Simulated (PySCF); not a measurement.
**In²⁶⁺ (indium, charge +26): PBE calculation**

Configuration: [Ar] 3d5, high-spin 6S determinant. All numbers are calculated (PySCF 2.14, scalar relativity by spin-free X2C-1e, in an even-tempered Gaussian basis (19 s from 3.1 bohr⁻², ratio 2.5; 12 p from 4.1 bohr⁻², ratio 2.5; 8 d from 4.1 bohr⁻², ratio 2.5; 4 f from 17 bohr⁻², ratio 2.7; 3 g from 26 bohr⁻², ratio 2.7)).

```json
{"Total energy": "-5472.10 hartree", "One-electron energy": "-6580.49 hartree", "Hartree (Coulomb) energy": "1234.15 hartree", "Exchange-correlation energy": "-125.75 hartree", "⟨S²⟩": "8.7502", "⟨L²⟩": "0.000", "Sum of ⟨r⟩": "5.047 bohr", "Sum of ⟨r²⟩": "1.606 bohr²"}
```

```tsv
shell	electrons	mean orbital energy (hartree)	rms radius, mean of both spins (bohr)
1s α	1	-1057.31260	0.0341
1s β	1	-1057.30891	0.0341
2s α	1	-191.20455	0.139
2s β	1	-190.68454	0.139
2p α	3	-175.80972	0.123
2p β	3	-175.41978	0.123
3s α	1	-62.96907	0.353
3s β	1	-62.37384	0.353
3p α	3	-57.97281	0.348
3p β	3	-57.35697	0.348
3d α	5	-50.83394	0.316
```

Densities and radii are taken from the X2C orbitals without a picture-change correction, which distorts them close to the nucleus.
